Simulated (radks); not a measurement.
Results of a calculation; reference values are marked as such.
Species: He. Configuration: 1s1 7p1 (not the ground configuration).

Level of theory: Dirac Kohn-Sham, LDA (Slater exchange, Perdew-Wang correlation), spin-unpolarised, spherical densities, finite nucleus; open shells fill j = l - 1/2 first; Gaussian nuclear charge, rms radius 1.6755 fm (a radial shooting solver on a logarithmic mesh with Libxc functionals).

Energy parts (hartree):
part                    energy
total                 -1.87422
kinetic                1.84115
electron-nucleus      -3.86926
Hartree                0.62204
exchange-correlation  -0.46815

Orbitals (lengths in bohr, moments of r in powers of bohr; <r^-3> diverges for s and p1/2):
orbital,occ.,eigenvalue (hartree),<1/r>,<r^-3>,small-component weight
1s1/2,1,-1.38815,1.911,-,4.87e-05
7p1/2,1,-0.00899,0.02316,-,3.56e-07
7p3/2,0,-0.00899,0.02317,0.002199,3.56e-07

The highest occupied level is 7p1/2 at -0.245 eV. The electron density at the nucleus is 2.338 e/bohr^3. The density falls to 0.001 e/bohr^3 at r = 2.06 bohr.
